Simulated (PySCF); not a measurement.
# Exercise with solution: oscillator strength and radiative lifetime

Ga(H)2(vinyl) (C2H5Ga), SMILES C=[CH][GaH2].

Geometry: TPSSh-D3(BJ)/def2-SVP.

TDDFT-CAM-B3LYP/def2-SVPD in PySCF puts the first singlet state with f over 0.02 at 5.81 eV (vertical), with the transition dipole (0.214, 1.093, 0.000) in atomic units.

**Question.** Find the oscillator strength, the wavelength and the radiative lifetime that this transition would have in vacuum if emission retraced absorption.

**Answer.** 
|μ|² = 1.2404 au, so |μ| = 2.83 D. ΔE = 5.81/27.211 = 0.2135 hartree. f = (2/3) ΔE |μ|² = 0.177 (the program prints 0.177).
λ = 1239.84/5.81 = 213 nm; ν = 46861 cm⁻¹.
Einstein's coefficient A = 0.6670 ν² f s⁻¹ (ν in cm⁻¹) = 2.6e8 s⁻¹, so τ = 1/A = 3.9 ns. This state is S3; the lower singlets have f = 0.002, 0.000. The figure is the radiative limit of this one transition; relaxation, internal conversion, crossing to triplets and a medium change what is measured.
